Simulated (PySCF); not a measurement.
Atoms are numbered as in `[N:1]#[C:2][C@@:3]1([F:4])[CH2:5][CH2:6][CH2:7][NH:8][C:9]1=[O:10]`. Each H is labelled by its parent atom. Ha(C5), Ha(C6), Ha(C7) are pro-R; Hb(C5), Hb(C6), Hb(C7) are pro-S.

[PySCF 2.14.0 with density-fitted response routines: geometry: PBE0-D3(BJ)/def2-SVP; GIAO PBE0/pcSseg-1 shieldings; in vacuum; non-relativistic Hamiltonian; one computed conformer]

δ = σ(ref) − σ, references computed at the same level: TMS for $^{13}$C (σ = 184.41 ppm), $^{1}$H (σ = 31.27 ppm); $^{15}$N (σ = 265.67 ppm) against NH3; $^{19}$F (σ = 177.25 ppm) vs CFCl3; H2O for $^{17}$O (σ = 334.56 ppm).

| atoms | nucleus | count | Hirshfeld charge | δ (ppm) |
| --- | --- | --- | --- | --- |
| C9 | $^{13}$C | 1 | 0.16 | 161.5 |
| F4 | $^{19}$F | 1 | -0.09 | ? |
| Hb(C5) | $^{1}$H | 1 | 0.05 | 1.69 |
| Ha(C5) | $^{1}$H | 1 | 0.06 | 2.40 |
| C7 | $^{13}$C | 1 | -0.01 | ? |
| O10 | $^{17}$O | 1 | -0.28 | 432.8 |
| C6 | $^{13}$C | 1 | -0.07 | 18.5 |
| N8 | $^{15}$N | 1 | -0.10 | 127.7 |
| C5 | $^{13}$C | 1 | -0.07 | ? |
| Ha(C6) | $^{1}$H | 1 | 0.06 | ? |
| Hb(C7) | $^{1}$H | 1 | 0.06 | ? |
| Hb(C6) | $^{1}$H | 1 | 0.04 | 2.16 |
| C3 | $^{13}$C | 1 | 0.12 | 83.4 |
| N1 | $^{15}$N | 1 | -0.19 | 321.1 |
| Ha(C7) | $^{1}$H | 1 | 0.04 | 3.29 |
| H(N8) | $^{1}$H | 1 | 0.14 | 4.43 |
| C2 | $^{13}$C | 1 | 0.07 | 121.3 |

**Question.** Fill in the missing shifts.

**Answer.** 
- C7: 43.4 ppm, sp3 CH2 bonded to N; the inductive effect lowers its shielding
- C5: 36.1 ppm, sp3 CH2 in a ring; aliphatic region, no heteroatom directly attached
- Hb(C7): 3.25 ppm, hydrogen on an sp3 CH2 bonded to N; its carbon carries N, which withdraws density
- Ha(C6): 1.48 ppm, hydrogen on an sp3 CH2 in a ring
- F4: -172.8 ppm, fluorine on an sp3 carbon

OH and NH positions are those of a molecule without intermolecular hydrogen bonds; in solution they move with solvent, concentration and temperature, and exchange usually removes their couplings. Shifts are as computed. Against solution values, carbons near 30 ppm lie about +2 ppm off and those near 130 ppm about +5 ppm. Of 1211 compounds with measured shifts, 218 miss one by over three times the rms of a fit or turn the order of signals round; such compounds aren't used in these exercises. Hydrogen bonding in solution shields acid and N–H amide carbonyl oxygens by tens of ppm. Hydrogen bonding in solution deshields acid and N–H amide carbonyl carbons by as much as 10 ppm beyond these values. Unscaled 19F shifts against computed CFCl3 carry errors that often reach 10 to 50 ppm. Unscaled 17O shifts of doubly bonded oxygen tend to come out too high, by tens of ppm or more. Experimental scales use liquid or dissolved standards, which lie at an offset from isolated NH3 (liquid NH3: subtract about 20 ppm) and H2O (liquid H2O: subtract about 36 ppm). Unscaled 15N shifts of sp2 nitrogen come out 20 to 40 ppm too high even then.
